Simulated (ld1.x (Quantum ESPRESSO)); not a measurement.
# Ranking RRKJ potentials for nitrogen (N)

All share these settings but for the change named:

N, norm-conserving RRKJ (Kleinman–Bylander form), made with ld1.x (Quantum ESPRESSO) 7.5 (LDA (PZ), scalar-relativistic). Core [He], reference 2s2 2p3. Waves: 2p (bound): rc 1.15 bohr; 2s (bound): rc 0.80 bohr. Local part: the s channel. Core correction: none. rho0 = 0.001.

Test errors are all-electron minus pseudo excitation energies from the reference, over 2s2 2p2; 2s2 2p1; 2s2 2p0; 2s1 2p0; 2s1 2p3; 2s0 2p5; 2s2 2p2.5. None of these files shows a bound ghost.

The base gives 829.8 meV.

Of 9 variants that were run, those that failed, showed a ghost or another fault, or gave nearly equal values are left out.

(1) Rank these variants by their largest absolute test error, smallest first.
A. core correction a·sin(br)/r model core inside 0.64 bohr
B. core correction a·sin(br)/r model core inside 0.38 bohr
C. core correction a·sin(br)/r model core inside 0.54 bohr
D. core correction a·sin(br)/r model core inside 0.80 bohr
E. core correction a·sin(br)/r model core inside 0.70 bohr

## Answers

(1) B (375.9 meV), C (441.2 meV), A (544.0 meV), E (625.8 meV), D (718.8 meV).
